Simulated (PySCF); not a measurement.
Se(Br)(SiH3) (BrH₃SeSi), SMILES [SiH3][Se]Br. Heavy atoms are numbered as in [Se:1]([Br:2])[SiH3:3]. Hydrogens are named by the atom that carries them.

The structure is a stationary point at PBE-D3(BJ)/def2-SVP. This is a generated structure with no PubChem entry under its InChIKey; it may be hypothetical.

These are B3LYP/pcSseg-1 in PySCF values and carry that method's errors.

GIAO shieldings, no solvent; atoms alike by connectivity are averaged. δ = σ(ref) − σ: ⁷⁷Se against Me2Se (σ = 1647.9 ppm); ²⁹Si against TMS (σ = 338.7 ppm); ¹H against TMS (σ = 31.68 ppm), references at their B3LYP-D3(BJ)/def2-TZVP geometries, non-relativistic (without spin–orbit terms, shifts of atoms bonded to Cl or Br come out too high).

| atoms | nucleus | count | δ (ppm) |
|---|---|---|---|
| Se1 | ⁷⁷Se | 1 | … |
| Si3 (SiH3) | ²⁹Si | 1 | -38.4 |
| H on Si3 | ¹H | 3 | 5.30 |

### Question
Some entries are withheld; supply them. (Estimate from the structure and the level; the computed values follow.)

### Answer

- Se1, δ (ppm): 593.8
